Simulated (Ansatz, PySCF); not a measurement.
System: CH2BO2, charge 0, multiplicity 2. It need not be the lowest isomer of its formula. SMILES: O=C[B]O
Structure (B3LYP-D3(BJ)/def2-TZVP (Ansatz, an electronic-structure program) minimum search):
```xyz
6

B      0.6959     0.2331    -0.1119
O      1.0773     1.4216     0.2993
C     -0.2666    -0.9343     0.0334
O     -1.4039    -0.8558    -0.4460
H      0.6324     1.8021     1.0725
H      0.1007    -1.8881     0.4608
```
Charge 0, spin multiplicity 2.

Property: atomisation energy (electronic, to ground-state atoms), in kcal/mol. Cores are frozen in the correlated levels unless marked. Open shells are spin-unrestricted. Spin-orbit coupling is left out. Non-relativistic unless marked X2C. The coupled-cluster limit lacks core correlation, which all-electron functionals hold. CBS marks a two-point X^-3 extrapolation of the correlation energy; Hartree-Fock from the larger set. [CCSD(T)-MP2]/basis is that difference in the basis named.

| level | program | atomisation energy (kcal/mol) |
|---|---|---|
| HF-D3(BJ)/def2-TZVPD | PySCF + dftd3 | 420.3 |
| PBE-D3(BJ)/def2-TZVPD | Ansatz + dftd3 | 618.0 |
| BLYP-D3(BJ)/def2-TZVPD | Ansatz + dftd3 | 599.6 |
| BLYP-D4/def2-TZVPD | Ansatz + dftd4 | 599.7 |
| revPBE-D4/def2-TZVPD | Ansatz + dftd4 | 596.7 |
| PBE0/STO-3G | Ansatz | 631.5 |
| BHLYP/def2-TZVPD | Ansatz | 554.4 |
| r2SCAN0/def2-TZVPD | Ansatz | 575.8 |
| M06-2X/def2-TZVPD | PySCF | 590.7 |
| HSE06/def2-TZVPD | Ansatz | 591.9 |
| LC-wPBE-D4/def2-TZVPD | Ansatz + dftd4 | 591.5 |
| MP2/cc-pVDZ | Ansatz | 545.5 |
| RI-MP2/cc-pVTZ | Ansatz | 581.4 |
| X2C-CCSD(T)/cc-pVTZ-DK | Ansatz | 563.6 |
| RI-MP2/CBS(cc-pVTZ,cc-pVQZ)+[CCSD(T)-MP2]/cc-pVTZ | Ansatz | 582.7 |

The UHF reference is spin-contaminated (<S^2> 0.14 over the pure value in the largest basis).
